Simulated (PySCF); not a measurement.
Stationary points of InFCl

All numbers come from PBE0 in PySCF with In def2-TZVP with ECP28, F def2-TZVP, Cl def2-TZVP; scalar-relativistic core potentials, no spin–orbit coupling; density-fitted integrals.

Relaxations began from a few typed shapes; open shells are unrestricted. The search is not exhaustive: other isomers or separated fragments can lie lower, and high-lying points may rest on an excited occupation.

Task: Order these stationary points by electronic energy, lowest first, in kJ/mol from the lowest minimum.
A. doublet C∞v: In–Cl 2.432 Å, In–F 1.994 Å; Cl–In–F 180.0°
B. doublet Cs: In–Cl 2.351 Å, In–F 1.958 Å; Cl–In–F 118.0°

Result: B (0.0), A (37.8).

Task: Which of them are minima?

Result: By energy in kJ/mol, 0.0: minimum; 37.8: saddle point, 2 imaginary modes.

For the lowest minimum: no spin–orbit coupling is included, which matters more the heavier the element.
